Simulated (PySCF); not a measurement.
**Cobalt: a sound run and one with changed settings**

Sound run: Co⁺ [Ar] 3d8, Co²⁺ [Ar] 3d7. Computed with PySCF 2.14 in def2-TZVP, with the non-relativistic Hamiltonian (point nucleus). The sound run starts from symmetry-adapted Hartree-Fock orbitals and uses a fine grid where one is needed.

Changed run: initial guess sap, at most 3 SCF cycles. This setting is unsound on purpose.

| species | method | sound run (hartree) | changed run (hartree) | converged |
| --- | --- | --- | --- | --- |
| Co⁺ | UHF | -1381.10725 | -1381.01647 | no |
| Co⁺ | BP86 | -1382.64347 | -1382.63830 | no |
| Co⁺ | M06-2X | -1382.39528 | -1382.33167 | no |
| Co²⁺ | UHF | -1380.57925 | -1380.57342 | no |
| Co²⁺ | BP86 | -1381.97648 | -1381.91904 | no |
| Co²⁺ | M06-2X | -1381.77082 | -1381.76511 | no |

The SCF was stopped early; the energies are upper bounds that still move, and correlated levels were skipped or rest on poor orbitals.
